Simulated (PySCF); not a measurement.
**V+: ionisation energy**

V+ [Ar] 3d4 (5D) → V(2+) [Ar] 3d3 (4F), as a difference of total energies. Calculation: PySCF 2.14, in 6-31G* (5s4p2d1f, 34 functions); the non-relativistic Hamiltonian (point nucleus). The calculations carry no spin-orbit coupling.

| method | ionisation energy (eV) |
| --- | --- |
| B3LYP | 14.149 |
| r2SCAN | 13.977 |

These non-relativistic numbers lack the scalar-relativistic shift.

The reference lies between the lowest fine-structure levels, while these numbers refer to the centres of the terms.

For comparison: 14.634 ± 0.007 eV (measured; NIST Atomic Spectra Database, ionization energies).
